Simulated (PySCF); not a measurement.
Job file and geometry (Å, from GFN2-xTB) of an NMR shielding run on SMILES C([C@@H](BC#C)[AlH][F])(C)C, C6H11AlBF, GIAO PBE0/pcSseg-1 NMR shielding, non-relativistic, gas phase in PySCF; density fitting, a coarse starting grid and PySCF grid level 2 are the driver's defaults:

```
$ OMP_NUM_THREADS=1 python probes_run.py task.json out

{"job": {"kind": "nmr", "xc": "PBE0", "basis": "pcSseg-1"}, "charge": 0, "multiplicity": 1}
C      3.671871     0.307180    -1.790850
C      2.768932     0.235626    -0.994600
B      1.640516     0.179083     0.019701
C      0.209444     0.085938    -0.511751
Al     0.698637    -1.890668    -0.761987
F      0.216197    -3.020468     0.342526
C     -1.007913     0.232202     0.396883
C     -1.296124     1.711017     0.661508
C     -2.229433    -0.447462    -0.217237
H      4.463026     0.373222    -2.481502
H      1.893787     0.122419     1.169787
H      0.022438     0.492162    -1.511611
H      1.425280    -2.478514    -1.964993
H     -0.788706    -0.252450     1.357201
H     -0.432327     2.189182     1.116227
H     -1.523183     2.225959    -0.270299
H     -2.147821     1.820505     1.330098
H     -2.499165     0.023821    -1.161144
H     -3.086414    -0.394316     0.451201
H     -2.004191    -1.503760    -0.411285
```

Task: What does the program print?

Result: 
```
coarse grid: 17136 points
cycle   1  E = -601.6249027658  dE =  7.868e-01  |g| = 7.612e-01  |ddm| = 3.931e+00
cycle   2  E = -601.5047799329  dE =  1.201e-01  |g| = 1.160e+00  |ddm| = 1.645e+00
cycle   3  E = -601.7431837128  dE = -2.384e-01  |g| = 1.484e-01  |ddm| = 9.918e-01
cycle   4  E = -601.7474176696  dE = -4.234e-03  |g| = 5.718e-02  |ddm| = 1.531e-01
cycle   5  E = -601.7479440967  dE = -5.264e-04  |g| = 3.637e-02  |ddm| = 6.270e-02
cycle   6  E = -601.7482688466  dE = -3.247e-04  |g| = 4.036e-03  |ddm| = 2.728e-02
cycle   7  E = -601.7482725874  dE = -3.741e-06  |g| = 1.597e-03  |ddm| = 5.522e-03
final grid: 161048 points
cycle   8  E = -601.8076639817  dE = -5.081e-05  |g| = 9.649e-03  |ddm| = 3.737e-02
cycle   9  E = -601.8076430082  dE =  2.097e-05  |g| = 1.318e-02  |ddm| = 2.101e-02
cycle  10  E = -601.8076880480  dE = -4.504e-05  |g| = 1.865e-03  |ddm| = 1.271e-02
cycle  11  E = -601.8076888841  dE = -8.361e-07  |g| = 5.570e-04  |ddm| = 1.870e-03
cycle  12  E = -601.8076889505  dE = -6.644e-08  |g| = 2.436e-04  |ddm| = 5.580e-04
cycle  13  E = -601.8076889656  dE = -1.506e-08  |g| = 4.500e-05  |ddm| = 2.005e-04
cycle  14  E = -601.8076889661  dE = -4.809e-10  |g| = 1.137e-05  |ddm| = 5.361e-05
converged SCF energy = -601.8076889661

GIAO shielding tensors (ppm)
atom      isotropic    diamagn.    paramagn.     s11        s22        s33       span
  0 C       49.278     260.961    -211.683      4.241     22.719    120.874    116.633
  1 C       86.383     257.833    -171.450    -20.148    -12.079    291.377    311.525
  2 B       48.623     191.487    -142.863    -32.477     49.100    129.247    161.724
  3 C       65.979     261.854    -195.875    -46.902     93.663    151.175    198.077
  4 Al     361.714     794.767    -433.053    245.792    361.125    478.224    232.432
  5 F      293.330     469.368    -176.037    177.361    332.644    369.986    192.625
  6 C      149.534     243.637     -94.103    140.759    147.896    159.949     19.190
  7 C      156.796     246.438     -89.642    134.101    150.969    185.319     51.218
  8 C      155.030     249.379     -94.350    133.562    149.404    182.123     48.561
  9 H       26.809      33.325      -6.516     24.691     25.088     30.649      5.957
 10 H       25.362      29.730      -4.368     20.999     26.311     28.775      7.776
 11 H       26.979      34.599      -7.619     22.751     26.643     31.545      8.794
 12 H       26.958      28.993      -2.035     23.218     25.007     32.647      9.429
 13 H       28.712      32.796      -4.084     26.064     27.754     32.317      6.253
 14 H       30.551      30.048       0.504     26.353     28.759     36.542     10.189
 15 H       30.891      30.427       0.464     27.949     29.128     35.595      7.646
 16 H       30.450      29.403       1.047     26.163     27.791     37.396     11.233
 17 H       30.721      31.089      -0.368     28.217     28.932     35.015      6.797
 18 H       30.239      29.799       0.440     26.068     27.530     37.120     11.052
 19 H       30.559      31.150      -0.591     26.181     30.092     35.405      9.225
```

Size and cost of the density-fitted run: 215 basis functions, 98 s wall time on 1 thread of an Arm Neoverse N1, shared host; peak memory 1 GiB.
